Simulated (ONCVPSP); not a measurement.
## Ranking ONCV potentials for indium (In)

All share these settings but for the change named:

In, optimised norm-conserving Vanderbilt (ONCV), made with ONCVPSP 4.0.1 (PBE, fully relativistic). Core [Ar] 3d10, reference 4s2 4p6 4d10 5s2 5p0.5 (charge +0.5). Waves: 4s+5s: rc 1.35 bohr, ncon 3, nbas 7, qcut 7.2 1/bohr, 2 projectors; 4p+5p: rc 1.70 bohr, ncon 4, nbas 7, qcut 7.8 1/bohr, 2 projectors; 4d: rc 1.50 bohr, ncon 4, nbas 8, qcut 11.4 1/bohr, 3 projectors, debl 2.9 Ha. Local part: polynomial inside 1.30 bohr (lpopt 5, dvloc0 2 Ha). Core correction: none.

Open shells are filled in proportion to 2j + 1.

Test errors are all-electron minus pseudo excitation energies from the reference, over 4s2 4p6 4d10 5s2 5p1; 4s2 4p6 4d10 5s2 5p0; 4s2 4p6 4d10 5s1 5p0; 4s2 4p6 4d10 5s1 5p1. None of these files shows a bound ghost.

The base gives 0.2 meV.

Of 5 variants that were run, those that failed, showed a ghost or another fault, or gave nearly equal values are left out.

Task: Rank these variants by their largest absolute test error, smallest first.
A. p: rc 1.32
B. s: ncon 5, nbas 9
C. s: rc 0.92; local potential polynomial inside 0.92 bohr (lpopt 5, dvloc0 2 Ha)

Result: A (0.1 meV), B (0.2 meV), C (1.0 meV).
